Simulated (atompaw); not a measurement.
# Reading a pseudo-wave (chlorine)

Columns: radius, all-electron u(r) and pseudo u(r) of the 3p shell (level -31.76 eV) of chlorine in the configuration [Ne] 3s2 3p3; LDA (PW92), scalar-relativistic, PAW (atompaw) scheme, atompaw 4.2.0.5.

```
r (bohr)  all-electron  pseudo
   0.065       -0.1264  0.0068
   0.131       -0.3006  0.0273
   0.196       -0.3988  0.0601
   0.262       -0.4125  0.1051
   0.327       -0.3594  0.1593
   0.392       -0.2623  0.2213
   0.458       -0.1383  0.2901
   0.523       -0.0054  0.3613
   0.588        0.1281  0.4336
   0.654        0.2574  0.5059
   0.719        0.3743  0.5740
   0.785        0.4799  0.6380
   0.850        0.5699  0.6945
   0.915        0.6459  0.7434
   0.981        0.7092  0.7847
   1.046        0.7584  0.8166
   1.112        0.7961  0.8402
   1.177        0.8223  0.8551
   1.242        0.8388  0.8624
   1.308        0.8468  0.8629
   1.373        0.8473  0.8575
   1.438        0.8413  0.8471
   1.504        0.8298  0.8325
   1.569        0.8139  0.8149
   1.635        0.7941  0.7943
   1.700        0.7716  0.7716
```

How many radial nodes do the two functions have?

The all-electron 3p function has n − l − 1 = 1; the pseudo-wave has 0, since the states of the same l below it are removed with the core.

Where does each function peak?

Outermost all-electron maximum near 1.37 bohr, pseudo maximum near 1.31 bohr (to the table’s step).

Is the pseudo-wave norm-conserving?

No, it belongs to a PAW set: the norm inside the radius is not constrained, and the difference is carried by the augmentation charge.
